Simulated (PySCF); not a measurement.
Molecule: SMILES CCc1cccnc1, C7H9N.

Geometry:
```csv
atom,x (Å),y (Å),z (Å)
C1,-2.312,0.527,0.581
C2,-1.398,0.049,-0.545
C3,0.018,-0.163,-0.087
C4,0.961,0.868,-0.081
C5,2.243,0.624,0.400
C6,2.544,-0.656,0.865
N7,1.663,-1.653,0.866
C8,0.443,-1.405,0.403
H9,-3.341,0.679,0.221
H10,-2.343,-0.205,1.402
H11,-1.956,1.480,1.002
H12,-1.409,0.782,-1.368
H13,-1.789,-0.893,-0.963
H14,0.689,1.860,-0.457
H15,3.002,1.410,0.413
H16,3.544,-0.884,1.251
H17,-0.261,-2.247,0.410
```

Geometry PBE0-D3(BJ)/def2-SVP throughout; GIAO in PySCF, gas phase, one conformer, non-relativistic; equivalent atoms averaged; basis pcSseg-1.

For orientation, HF gives these absolute shieldings σ: C8 31.4, C4 44.6, C3 47.7, C2 164.7, C1 169.5, N7 -106.2, H17 22.95, H14 23.92, H12/H13 29.34 ppm.

A run gave: C8 26.8, C4 41.1, C3 40.2, C2 160.7, C1 168.9, N7 -98.2, H17 22.61, H14 23.64, H12/H13 28.93 ppm (absolute shieldings σ).

Q: Which functional was used in that run?
A. LC-wPBE
B. PBE0
C. LDA
D. PBE
E. BP86

A: A. C2 tells them apart best: LC-wPBE gives 160.7, LDA gives 148.5, PBE gives 147.5, PBE0 gives 154.0, BP86 gives 147.4 ppm.
